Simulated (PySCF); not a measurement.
Steps of a relaxation of [Eu(H2O)]3+

[Eu(H2O)]3+ (singlet in the valence; each metal's 4f electrons, 6 of them, lie in its core potential, out of spins and levels). PySCF 2.14.0, RKS B3LYP, Eu lcecp-1-SVP with ECP52, O def2-SVP, H def2-SVP; non-relativistic Hamiltonian with scalar-relativistic core potentials where named; density fitting; no spin-orbit coupling. Origin of the start: template. Columns: position (Å) and force (eV/Å). Energies are counted from the last step; some of the 6 steps are shown. Forces carry noise of the integration grid, about 0.01 to 0.03 eV/Å.

Run from Python with OMP_NUM_THREADS=2. Where DIIS fails, smearing, a level shift and second-order steps follow.
It took 6.3 s on 2 threads of Arm Neoverse V1, with other jobs on the host, from the converged density of the start.

```xyz
4
step 0  E = 0.318 eV
Eu    0.0000    0.0000   -0.2688     0.00    0.00    1.77
O     0.0000    0.0000    2.2162     0.00    0.00   -3.25
H     0.7700    0.0000    2.8062     0.96    0.00    0.74
H    -0.7700    0.0000    2.8062    -0.96    0.00    0.74
```

```xyz
4
step 2  E = 0.015 eV
Eu    0.0000    0.0000   -0.1054     0.00    0.00    0.06
O     0.0000    0.0000    2.1176     0.00    0.00    0.98
H     0.7863    0.0000    2.7738    -0.44    0.00   -0.52
H    -0.7863    0.0000    2.7738     0.44    0.00   -0.52
```

```xyz
4
step 3  E = 0.003 eV
Eu    0.0000    0.0000   -0.1054     0.00    0.00    0.12
O     0.0000    0.0000    2.1272     0.00    0.00    0.36
H     0.7842    0.0000    2.7690    -0.21    0.00   -0.24
H    -0.7842    0.0000    2.7690     0.21    0.00   -0.24
```

Question: Where does the relaxation end?

Answer: It converges at step 5 in C2v:
```xyz
4
step 5  E = 0
Eu    0.0000    0.0000   -0.0947
O     0.0000    0.0000    2.1307
H     0.7824    0.0000    2.7619
H    -0.7824    0.0000    2.7619
```

Question: How did the contacts change?

Answer: 
| contact | start (Å) | end (Å) |
| --- | --- | --- |
| Eu1–O2 (H2O) | 2.485 | 2.225 |


An lcecp potential fixes the number of 4f electrons, so in runs with it no electron can move into or out of that shell.
